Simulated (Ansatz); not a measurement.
Basis sets compared for Si₇H₇⁻. Charge -1, multiplicity 1. Geometry r2SCAN-D4/def2-SVPD. Ansatz on 4 threads of Intel Xeon on a shared host; times are rough, and most runs start from earlier orbitals.

```xyz
14

Si   -2.050   -0.757    2.274
Si    2.323   -0.241   -1.062
Si   -0.305    0.779    1.606
Si    0.962    1.118   -2.072
Si    1.055   -0.964    0.756
Si   -0.913    0.860   -0.681
Si   -1.186   -1.362    0.101
H    -3.199    0.105    1.707
H    -2.127    1.650   -1.084
H     3.750   -0.555   -1.392
H     1.761   -1.911    1.690
H     1.216    1.822   -3.375
H    -1.566   -2.508   -0.809
H     0.280    1.964    2.341
```

The restricted singlet is unstable towards broken spin symmetry in Hartree–Fock (as tested in another run); at PBE-D4/def2-SVPD, PBE-D4/def2-TZVPD, PBE0-D4/def2-SVPD, PBE0-D4/def2-TZVPD this wasn't settled. The structure comes from a short search, and lower isomers may exist.

| level | functions | energy (Eh) | HOMO (eV) | LUMO (eV) | wall time |
| --- | --- | --- | --- | --- | --- |
| PBE-D4/def2-SVPD | 224 | -2029.0545 | -0.85 | 0.76 | 7 s |
| PBE0-D4/def2-SVPD | 224 | -2029.2434 | -1.61 | 1.36 | 12 s |

Question: Estimate the rows for PBE-D4/def2-TZVPD, PBE0-D4/def2-TZVPD (with forces).

Answer: 
| level | functions | energy (Eh) | HOMO (eV) | LUMO (eV) | wall time |
| --- | --- | --- | --- | --- | --- |
| PBE-D4/def2-TZVPD | 364 | -2029.7476 | -0.93 | 0.68 | 16 s |
| PBE0-D4/def2-TZVPD (with forces) | 364 | -2029.9290 | -1.67 | 1.28 | 64 s |
